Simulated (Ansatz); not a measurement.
`OBO` + `OCC[SiH2]O` → `OCB(O)O` + `C[SiH2]O`  (redistribution)

Program: Ansatz. Geometries: PBE0-D4/def2-TZVP. ΔE: electronic, gas phase. CBS: MP2 limit from def2 TZ/QZ plus the TZ coupled-cluster correction, frozen cores. This one scheme is used for every species. Functionals use def2-TZVPP. One conformer a species, not always the lowest.

`OBO`:

Cartesian coordinates in Å:
```
O 0.363 0.834 -0.606
B -0.079 -0.338 -0.068
O -0.381 -0.390 1.251
H 0.550 0.771 -1.544
H -0.211 -1.333 -0.722
H -0.243 0.455 1.690
```

`OCC[SiH2]O`:

```xyz
13

O     1.085   -0.590   -1.152
C     1.128   -0.639    0.271
C    -0.289   -0.517    0.792
Si   -1.180    0.996    0.120
O    -1.390    0.879   -1.507
H     1.981   -0.635   -1.493
H     1.588   -1.580    0.598
H     1.740    0.187    0.658
H    -0.267   -0.459    1.886
H    -0.862   -1.413    0.532
H    -0.373    2.197    0.489
H    -2.528    1.125    0.729
H    -0.633    0.449   -1.923
```

`OCB(O)O`:

Cartesian coordinates in Å:
```
O -1.080 0.452 -1.207
C -0.778 0.351 0.182
B 0.662 -0.288 0.312
O 1.359 -0.625 -0.805
O 1.191 -0.495 1.547
H -1.950 0.839 -1.321
H -1.513 -0.272 0.709
H -0.795 1.336 0.669
H 0.837 -0.410 -1.587
H 2.068 -0.887 1.502
```

`C[SiH2]O`:

Cartesian coordinates in Å:
```
C -0.892 0.140 0.749
Si 0.306 -0.398 -0.573
O 1.372 0.794 -0.987
H -1.606 -0.661 0.960
H -1.453 1.022 0.432
H -0.376 0.380 1.683
H -0.414 -0.722 -1.829
H 1.038 -1.608 -0.097
H 2.026 1.052 -0.338
```

```json
{"level": "r2SCAN-D4", "ΔE (kJ/mol)": "-39.6", "difference from CCSD(T)/CBS": "-3.7"}
{"level": "ωB97M-V", "ΔE (kJ/mol)": "-37.3", "difference from CCSD(T)/CBS": "-1.4"}
{"level": "B2PLYP", "ΔE (kJ/mol)": "-38.1", "difference from CCSD(T)/CBS": "-2.2"}
{"level": "r2SCAN", "ΔE (kJ/mol)": "-40.5", "difference from CCSD(T)/CBS": "-4.6"}
{"level": "PBE0", "ΔE (kJ/mol)": "-40.4", "difference from CCSD(T)/CBS": "-4.5"}
{"level": "MP2/def2-TZVPP", "ΔE (kJ/mol)": "-33.7", "difference from CCSD(T)/CBS": "2.2"}
{"level": "SCS-MP2/def2-TZVPP", "ΔE (kJ/mol)": "-33.1", "difference from CCSD(T)/CBS": "2.8"}
{"level": "HF/CBS(def2)", "ΔE (kJ/mol)": "-40.0", "difference from CCSD(T)/CBS": "-4.1"}
{"level": "MP2/CBS(def2)", "ΔE (kJ/mol)": "-34.8", "difference from CCSD(T)/CBS": "1.1"}
{"level": "CCSD/CBS(def2)", "ΔE (kJ/mol)": "-37.5", "difference from CCSD(T)/CBS": "-1.6"}
{"level": "CCSD(T)/CBS", "ΔE (kJ/mol)": "-35.9", "difference from CCSD(T)/CBS": "0"}
```

Largest T1 diagnostic among the species: 0.013.

The D4 term adds +4.6 kJ/mol with B3LYP and +2.6 kJ/mol with PBE0; it sums over pairs of atoms, weighted by their polarisabilities, and B3LYP, whose exchange is more repulsive, gets the larger term. In def2-TZVPP, CCSD(T) changes the Hartree–Fock value by +5.1 kJ/mol (the triples alone add +1.5 kJ/mol) and MP2 by +6.3 kJ/mol.

B3LYP here is the variant with VWN-RPA as its local correlation; programs differ in this.
